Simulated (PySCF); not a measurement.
How methods differ on the ionisation energy of F²⁺

F²⁺ [He] 2s2 2p3 (4S) → F³⁺ [He] 2s2 2p2 (3P), as a difference of total energies. All numbers are calculated (PySCF 2.14, the non-relativistic Hamiltonian (point nucleus), in aug-cc-pVQZ with one added diffuse shell each of s, p, d, f, g type (7s6p5d4f3g, 105 functions)). Correlated levels: valence: 1s2 frozen. The calculations carry no spin-orbit coupling.

Order these methods by the ionisation energy they give, lowest first.
A. MP2 (valence)
B. PBE0
C. SCS-MP2 (valence)
D. TPSS

C (62.621 eV), D (62.843 eV), A (62.896 eV), B (62.929 eV).

A first-order spin-orbit estimate (lowest level to lowest level, LS coupling) adds -0.054 eV.

Errors of the correlated levels include the incompleteness of this basis and the frozen core.

For comparison: 62.708 eV (semi-empirical (NIST evaluation); NIST Atomic Spectra Database, ionization energies).
